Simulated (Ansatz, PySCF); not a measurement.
Molecule: sum formula SiOF₂, net charge 0, singlet state. 
Geometry from a B3LYP-D3(BJ)/def2-TZVP (Ansatz, a quantum-chemistry and plane-wave program) optimisation:
```
Si
O 1 1.5046
F 1 1.5705 2 127.64
F 1 1.5705 2 127.64 3 -180.00
```

PBE beside other levels, property by property. Correlated levels leave the core frozen unless marked. UHF or UKS for open shells. Spin-orbit coupling is left out. No relativistic terms. CBS marks a two-point X^-3 extrapolation of the correlation energy; Hartree-Fock from the larger set. The bracket is a focal-point correction in the basis named. Rows marked 298 K are enthalpies with B3LYP-D3(BJ) harmonic zero-point and thermal terms from PySCF. Atomisation energies are electronic, to ground-state atoms; the column to compare with has the core term from cc-pwCVTZ added, other frozen-core levels have none. The coupled-cluster column (Ansatz) is a level with limits of its own: (a) RI-MP2/CBS(cc-pV(T+d)Z,cc-pV(Q+d)Z)+[CCSD(T)-MP2]/cc-pV(T+d)Z; (b) CCSD(T)/CBS(cc-pV(T+d)Z,cc-pV(Q+d)Z).

| property | SVWN5/def2-TZVPD (Ansatz) | wB97X-V/def2-TZVPD (Ansatz) | CCSD(T)/cc-pV(D+d)Z (Ansatz) | coupled cluster |
|---|---|---|---|---|
| proton affinity at O, enthalpy at 298 K, to [OH+]=[Si](F)F (kcal/mol) | 175.3 | 185.1 | 184.4 | 184.2 (a) |
| atomisation energy (kcal/mol) | 495.9 | 419.1 | 361.4 | 426.0 (b) |

**Question.** What does PBE/def2-TZVPD (Ansatz) give for each property, and on which side of coupled cluster does it fall?

**Answer.** 
- proton affinity at O, enthalpy at 298 K, to [OH+]=[Si](F)F: PBE lies 4.2 kcal/mol below coupled cluster; PBE gives 180.0 kcal/mol.
- atomisation energy: PBE lies 3.7 kcal/mol above coupled cluster; PBE gives 429.7 kcal/mol.
